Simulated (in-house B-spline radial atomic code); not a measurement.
Ionising the technetium ion Tc⁸⁺ with different functionals

Computed with a B-spline radial code for spherical atoms: scalar-relativistic (spin-free X2C) Hamiltonian, Fermi nucleus of rms radius 4.41117 fm, spin-polarised at highest spin, spherical fractional occupations for the functionals, the average over the highest-spin determinants for Hartree-Fock. The ionisation energy is the difference of two self-consistent energies, [Ar] 3d10 4s2 4p5 → [Ar] 3d10 4s2 4p4, without Breit or QED terms; ε is the level of the shell that loses the electron (its least bound occupied spin orbital). There is no spin-orbit coupling in this Hamiltonian.

Hybrids are left out here: with spherical fractional occupations of an open shell their exact exchange keeps a self-interaction that integer-occupation calculations don't have.

```csv
method,rung,ΔSCF (eV),-ε(4p) (eV)
Hartree-Fock,Hartree-Fock,170.02,170.63
LDA VWN5,LDA,171.88,161.94
LDA PW92,LDA,171.87,161.93
LDA exchange-only,LDA,?,?
PBE,GGA,171.47,161.65
PBEsol,GGA,171.50,161.66
BLYP,GGA,171.32,161.45
RPBE,GGA,171.37,161.60
PW91,GGA,171.63,161.79
BP86,GGA,171.68,161.81
AM05,GGA,171.54,161.69
OLYP,GGA,171.64,161.96
TPSS,meta-GGA,171.59,161.85
SCAN,meta-GGA,?,?
r2SCAN,meta-GGA,171.81,162.23
revTPSS,meta-GGA,171.57,161.85
```

What does LDA exchange-only give?

ΔSCF 169.71 eV, and -ε(4p) = 159.87 eV.

What does SCAN give?

ΔSCF 171.83 eV, and -ε(4p) = 162.25 eV.

How do they compare with the NIST value?

NIST lists 169 eV ± 2.2 (tabulated theory, ground level to ground level). Errors run from +0.71 to +2.88 eV; all lie within about twice that uncertainty, so the table can't rank the methods. Hartree-Fock also lacks correlation.
